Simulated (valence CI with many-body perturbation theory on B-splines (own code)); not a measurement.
**Pr²⁷⁺: calculated level list**

Level of theory: configuration interaction combined with many-body perturbation theory (CI+MBPT): four valence electrons over a frozen Dirac-Fock core [Ar] 3d10, a basis of 11 s, 11 p, 10 d, 8 f, 5 g, 2 h functions for each j, with the one-electron correlation potential Σ1, the two-electron term Σ2, the three-electron term Σ3, Breit, model QED; selected CI, second order for the rest, scaled by the run's own slope (own B-spline code, finite nucleus).

The last digits are not significant, and no measured levels were compared; by estimate large intervals hold to a few tenths of a per cent, small ones and those within an open d or f shell to about a per cent. Among the levels kept, up to 510 cm⁻¹ of a level comes from second order outside the variational space, and about a tenth of that is noise between levels of different J, which matters for small intervals.

Levels 1 to 45 of 181, with energies above the lowest level, (4s^2 4p1/2^2) J=0. "Leading %" is the weight of the configuration and term that name the level; weights of strongly mixed levels are sums over their largest components and can fall short. In the jj column 3d3/2^4 stands for four electrons in 3d with j = 3/2. Lifetimes count E1, E2, E3, M1 and M2 decay at the calculated energies, and are blank where another channel may lead or the interval is too uncertain; long ones can be off by a factor of two.

```tsv
No.	Configuration	Term	J	E (eV)	Leading %	Lifetime	Leading jj
1	4s²4p²	³P	0	0.00	74		4s^2 4p1/2^2 (98 %)
2	4s²4p²	³P	1	24.60	99	9.53 μs	4s^2 4p1/2 4p3/2 (99 %)
3	4s²4p²	¹D	2	27.54	58	879 μs	4s^2 4p1/2 4p3/2 (98 %)
4	4s²4p²	³P	2	54.36	58	4.74 μs	4s^2 4p3/2^2 (98 %)
5	4s²4p²	¹S	0	61.07	74	2.87 μs	4s^2 4p3/2^2 (97 %)
6	4s4p³	⁵S°	2	84.53	49	146 ps	4s 4p1/2^2 4p3/2 (89 %)
7	4s4p³	³D°	1	94.86	49	15.0 ps	4s 4p1/2^2 4p3/2 (86 %)
8	4s4p³	³D°	2	107.59	51	81.7 ps	4s 4p1/2 4p3/2^2 (88 %)
9	4s4p³	³D°	3	113.15	93	80.8 ps	4s 4p1/2 4p3/2^2 (93 %)
10	4s4p³	³P°	0	119.18	96	19.5 ps	4s 4p1/2 4p3/2^2 (96 %)
11	4s4p³	¹D°	2	120.76	40	24.8 ps	4s 4p1/2 4p3/2^2 (57 %)
12	4s4p³	³P°	1	121.88	48	10.4 ps	4s 4p1/2 4p3/2^2 (86 %)
13	4s4p³	³S°	1	127.24	40	4.18 ps	4s 4p1/2 4p3/2^2 (85 %)
14	4s²4p4d	³F°	2	130.33	66	12.3 ps	4s^2 4p1/2 4d3/2 (64 %)
15	4s²4p4d	³F°	3	138.96	74	11.8 ps	4s^2 4p1/2 4d5/2 (85 %)
16	4s²4p4d	³D°	1	140.45	47	2.07 ps	4s^2 4p1/2 4d3/2 (89 %)
17	4s²4p4d	³P°	2	140.97	32	4.34 ps	4s^2 4p1/2 4d5/2 (82 %)
18	4s4p³	³P°	2	144.46	32	12.2 ps	4s 4p3/2^3 (68 %)
19	4s4p³	¹P°	1	154.93	38	3.69 ps	4s 4p3/2^3 (67 %)
20	4s²4p4d	³F°	4	160.79	98	10.6 μs	4s^2 4p3/2 4d5/2 (98 %)
21	4s²4p4d	³D°	2	161.99	42	2.45 ps	4s^2 4p3/2 4d3/2 (80 %)
22	4s²4p4d	³P°	0	163.52	95	2.88 ps	4s^2 4p3/2 4d3/2 (95 %)
23	4s²4p4d	³D°	3	164.27	50	2.44 ps	4s^2 4p3/2 4d3/2 (70 %)
24	4s²4p4d	³P°	1	166.08	61	2.66 ps	4s^2 4p3/2 4d3/2 (68 %)
25	4s²4p4d	³P°	2	169.58	43	3.30 ps	4s^2 4p3/2 4d5/2 (73 %)
26	4s²4p4d	¹F°	3	175.22	65	2.41 ps	4s^2 4p3/2 4d5/2 (77 %)
27	4s²4p4d	¹P°	1	178.26	71	3.11 ps	4s^2 4p3/2 4d5/2 (82 %)
28	4p⁴	³P	2	182.71	49	15.9 ps	4p1/2^2 4p3/2^2 (70 %)
29	4s4p²4d	⁵F	1	186.72	60	64.1 ps	4s 4p1/2^2 4d3/2 (87 %)
30	4s4p²4d	⁵F	2	189.77	42	19.2 ps	4s 4p1/2^2 4d3/2 (54 %)
31	4p⁴	¹S	0	191.62	47	8.14 ps	4p1/2^2 4p3/2^2 (84 %)
32	4s4p²4d	⁵D	3	195.60	31	15.9 ps	4s 4p1/2^2 4d5/2 (79 %)
33	4s4p²4d	³F	2	205.32	52	9.03 ps	4s 4p1/2^2 4d5/2 (55 %)
34	4s4p²4d	⁵D	1	206.24	33	35.2 ps	4s 4p1/2 4p3/2 4d3/2 (66 %)
35	4s4p²4d	⁵D	0	207.48	89	96.9 ps	4s 4p1/2 4p3/2 4d3/2 (95 %)
36	4s4p²4d	⁵F	2	207.76	33	27.9 ps	4s 4p1/2 4p3/2 4d3/2 (73 %)
37	4s4p²4d	⁵F	3	209.20	48	40.0 ps	4s 4p1/2 4p3/2 4d3/2 (83 %)
38	4p⁴	³P	1	210.66	45	9.93 ps	4p1/2 4p3/2^3 (45 %)
39	4p⁴	¹D	2	210.91	32	9.23 ps	4p1/2 4p3/2^3 (56 %)
40	4s4p²4d	⁵F	4	211.50	73	506 ps	4s 4p1/2 4p3/2 4d5/2 (72 %)
41	4s4p²4d	⁵D	4	213.50	44	328 ps	4s 4p1/2 4p3/2 4d3/2 (48 %)
42	4s4p²4d	³F	2	217.78	51	10.0 ps	4s 4p1/2 4p3/2 4d5/2 (53 %)
43	4s4p²4d	⁵F	5	217.89	62	234 ps	4s 4p1/2 4p3/2 4d5/2 (90 %)
44	4s4p²4d	⁵P	3	218.62	50	3.81 ps	4s 4p1/2 4p3/2 4d5/2 (56 %)
45	4s4p²4d	⁵P	2	221.68	54	2.45 ps	4s 4p1/2 4p3/2 4d3/2 (73 %)
```

The ionisation energy to 4s²4p ²P°1/2 of the next ion comes out as 987.09 eV (NIST: 985 ± 4 eV (theoretical)). All 181 levels together are meant to be complete up to 340.81 eV.
